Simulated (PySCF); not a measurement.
Cartesian coordinates in Å; atom numbers follow the order of the lines, from 1:
```xyz
17

N     1.6513   -0.2618   -1.2638
Si    1.6239    0.0143    0.4637
Si    0.1423   -1.6433    1.2061
Si   -1.6391   -1.1789   -0.2639
Si   -1.5495    1.1540   -0.6416
Si    0.2772    1.9262    0.6310
H     1.9160   -1.1730   -1.6241
H     1.9783    0.4711   -1.8851
H     2.9494    0.0778    1.1665
H    -0.2643   -1.4336    2.6316
H     0.6668   -3.0380    1.0517
H    -2.9631   -1.5870    0.3050
H    -1.4352   -1.9183   -1.5488
H    -1.3061    1.4313   -2.0918
H    -2.8341    1.8163   -0.2487
H    -0.1290    2.2094    2.0437
H     0.9010    3.1574    0.0486
```

Geometry: PBE0-D3(BJ)/def2-SVP; GIAO absolute shieldings from PySCF, gas phase, non-relativistic, averaged over equivalent atoms.

At HF/pcSseg-1 (192 basis functions, 15 s wall time on 1 thread of an Arm Neoverse V2, shared host):
```tsv
atoms	σ (ppm)
N1	269.6
Si2	434.4
Si3/Si6	492.7
Si4/Si5	494.1
H9	26.99
H13/H14	28.35
H11/H17	28.37
H12/H15	28.39
H10/H16	28.71
H7/H8	31.71
```

Q: Estimate the result of repeating the calculation with PBE0/pcSseg-1.

A: 
| atoms | σ at PBE0/pcSseg-1 | change |
| --- | --- | --- |
| N1 | 258.6 | -11.0 |
| Si2 | 390.9 | -43.5 |
| Si3/Si6 | 461.0 | -31.7 |
| Si4/Si5 | 463.0 | -31.1 |
| H9 | 25.75 | -1.24 |
| H13/H14 | 27.58 | -0.77 |
| H11/H17 | 27.61 | -0.76 |
| H12/H15 | 27.64 | -0.75 |
| H10/H16 | 27.94 | -0.77 |
| H7/H8 | 31.46 | -0.25 |

The largest change is at Si2 (silicon bonded to N, 2 Si, H, in a 5-membered ring). Cost: 192 basis functions, 28 s wall time on 1 thread of an Arm Neoverse V2, shared host.
